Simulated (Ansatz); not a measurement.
Relaxation of SeS₃⁻ with UKS r2SCAN-D4/def2-SVPD.

```sh
$ ansatz run in.yaml --threads 2 --pin off --events-out ev --progress --plain --max-ram 4352MiB
```

```yaml
crystal:
  periodic: [false, false, false]
  atoms:
    - {symbol: S, position_ang: [2.598300, 0.157810, -0.284730]}
    - {symbol: S, position_ang: [-0.812880, 0.748600, 0.103180]}
    - {symbol: S, position_ang: [-2.607320, -0.037530, 0.157990]}
    - {symbol: Se, position_ang: [0.821910, -0.868880, 0.023560]}
basis:
  gaussian: {orbitals: def2-SVPD}
total_charge: -1
magnetization: {spin_polarized: true, initial_magnetization: 1}
hamiltonian: {xc: r2scan, dispersion: d4}
scf: {lower_state_search: "off"}
output: {orbitals: {seedname: orbitals}}
relax: {f_tol: 0.02, max_steps: 100}
```

Run time 16 s (2 threads of Intel Xeon 6975P-C on a shared host).

Positions (Å) and forces (eV/Å) at steps 1, 2, 3, 4, 5, 6 of 6:

```xyz
4
step=1 energy=-97838.4897 eV
S     2.598    0.158   -0.285    1.019    0.554   -0.151
S    -0.813    0.749    0.103    0.706    0.731   -0.040
S    -2.607   -0.038    0.158   -0.881   -0.486    0.051
Se    0.822   -0.869    0.024   -0.844   -0.799    0.140
4
step=2 energy=-97838.5504 eV
S     2.644    0.153   -0.281   -0.026   -0.094    0.028
S    -0.818    0.793    0.096    0.023   -0.057   -0.015
S    -2.624   -0.069    0.169   -0.042   -0.017    0.021
Se    0.798   -0.877    0.016    0.046    0.168   -0.034
4
step=3 energy=-97838.5509 eV
S     2.679    0.136   -0.276   -0.117   -0.029    0.029
S    -0.837    0.788    0.090   -0.033    0.111   -0.016
S    -2.648   -0.071    0.178    0.105   -0.043    0.009
Se    0.807   -0.853    0.007    0.045   -0.040   -0.022
4
step=4 energy=-97838.5539 eV
S     2.666    0.135   -0.273   -0.034   -0.028    0.019
S    -0.832    0.800    0.088   -0.009    0.018   -0.014
S    -2.632   -0.081    0.179    0.034   -0.017    0.013
Se    0.798   -0.854    0.006    0.009    0.027   -0.018
4
step=5 energy=-97838.5548 eV
S     2.662    0.132   -0.236    0.003   -0.014    0.002
S    -0.827    0.804    0.048   -0.068    0.089    0.001
S    -2.615   -0.089    0.217   -0.010   -0.016    0.003
Se    0.780   -0.847   -0.029    0.074   -0.060   -0.006
4
step=6 energy=-97838.5560 eV
S     2.674    0.121   -0.232    0.004    0.000    0.000
S    -0.840    0.816    0.044   -0.009    0.003    0.000
S    -2.617   -0.097    0.222    0.003    0.001    0.000
Se    0.783   -0.840   -0.035    0.002   -0.004   -0.001
```

The structure comes from a short search, and lower isomers may exist.
